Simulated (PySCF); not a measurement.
Correlation energy of Se²¹⁺ (selenium, charge +21)

Starting occupation: [Ne] 3s2 3p1, 3p1/2 with m_j = +1/2. Computed with PySCF 2.14 in an uncontracted even-tempered set (19 s from 2.5 bohr⁻², ratio 2.4; 13 p from 3.2 bohr⁻², ratio 2.4; 5 d from 12 bohr⁻², ratio 2.6; 4 f from 18 bohr⁻², ratio 2.6), with X2C-1e with screened-nucleus spin-orbit coupling, Gaussian nucleus. Frozen: 1s2; 11 electrons correlated; the 50 highest virtual spinors left out.

MP2 pair energies summed by pair of shells (mhartree):

```
       pair  energy  share (%)
2p3/2-2p3/2  -92.15       21.0
2p1/2-2p3/2  -91.67       20.9
3s1/2-3s1/2  -52.12       11.9
2p3/2-2s1/2  -39.91        9.1
2p3/2-3s1/2  -31.72        7.2
3p1/2-3s1/2  -31.64        7.2
2p1/2-2p1/2  -20.96        4.8
2p1/2-2s1/2  -19.21        4.4
2p3/2-3p1/2  -15.77        3.6
2p1/2-3s1/2  -14.18        3.2
2s1/2-2s1/2  -10.51        2.4
2s1/2-3s1/2   -7.51        1.7
2p1/2-3p1/2   -6.24        1.4
2s1/2-3p1/2   -4.31        1.0
```

Total MP2 correlation energy: -437.89 mhartree.

At this charge the one-electron X2C treatment keeps the bare 1/r₁₂, with no two-electron picture change or Breit term. The effect here is smaller than on the frozen 1s shell.
